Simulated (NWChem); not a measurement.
AlF4 anion; SMILES [F][Al-]([F])([F])[F]

Program: NWChem. Pople sets run with spherical d functions. Sets without diffuse functions describe the anion's extra electron poorly. Geometry: optimised at B3LYP/def2-SVPD. Level B3LYP/6-31G*: energy and gradient; each run changes one setting, and changes count from the defaults (medium grid, exact Coulomb integrals, symmetry on).

```
setting          size of the energy change (μHa)  largest change of a gradient component (μHa/bohr)  time, defaults = 1 (rough)
---------------  -------------------------------  -------------------------------------------------  --------------------------
defaults                                    < 10                                               < 30                     about 1
Becke weights                               < 10                                                100                     about 1
symmetry off                                < 10                                        other frame                     about 1
extra-fine grid                             < 10                                               < 30                           2
```
